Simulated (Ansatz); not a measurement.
**A barrier at the coupled-cluster level**

Start structure (GaSiH5, singlet), relaxed at PBE0-D4/def2-TZVP:

Ga1  (-0.835, -0.476, 1.734)
Si2  (0.866, 0.538, 0.049)
H3  (-1.671, -1.058, -0.681)
H4  (-2.214, -1.382, -0.267)
H5  (2.243, 0.033, 0.352)
H6  (0.941, 2.024, 0.231)
H7  (0.670, 0.320, -1.419)
(Å)

The step: GaSiH₃ ([SiH3][Ga]) + H₂ → SiH₄ + GaH; bonds formed: Ga1–H4, Si2–H3; bonds broken: Ga1–Si2, H3–H4. Program: Ansatz 0.2.0. Basis: def2-TZVPP and def2-QZVPP. Cores are frozen in the correlated methods. Filled d shells of the heavier atoms are correlated. The def2 sets are not built for correlating such inner shells, so the correlated values are less sure here. Extrapolation: Hartree–Fock as exp(−7.88 √X), correlation as X^−2.97. Energies below are by CCSD(T) at an estimated basis limit (MP2 extrapolated from triple and quadruple zeta, plus CCSD(T) − MP2 in triple zeta).

(1) What are the electronic barrier and the energy of the step, from the start structure to the end structure? (An estimate is asked for; the value comes from the calculation.)

T1 diagnostic: at most 0.015. The restricted Hartree–Fock reference is unstable towards an unrestricted one at one or more of these structures. The start structure is not quite a true minimum (one mode of 56i cm⁻¹).

Results:

(1) The calculation gives: Barrier 0.676 eV; step energy -0.101 eV (downhill); reverse barrier, their difference, 0.777 eV. Barrier and step energy count from the start structure, the reverse barrier from the end structure.

The saddle point: One imaginary mode of 1155i cm⁻¹.
| pair | start (Å) | saddle (Å) | end (Å) |
| --- | --- | --- | --- |
| Ga1–H4 | 2.59 | 1.78 | 1.68 |
| Si2–H3 | 3.08 | 1.84 | 1.50 |
| Ga1–Si2 | 2.60 | 2.72 | 3.26 |
| H3–H4 | 0.76 | 1.13 | 2.45 |

Zero-point energy (harmonic, PBE0-D4): ZPE is 0.961 eV at the start and 0.942 eV at the saddle, so the barrier goes from 0.676 to 0.657 eV.

Labels in which every atom is bracketed show which atoms are joined, not bond orders.

For scale, one of the runs: CCSD(T)/def2-TZVPP, 160 basis functions, launched by `ansatz run in.yaml --threads 2 --pin off --events-out ev --progress --plain --max-ram 4352MiB`. Hardware: 2 CPU threads of an Arm Neoverse V2, shared host. Wall time 25 s; peak host memory 1.1 GiB.
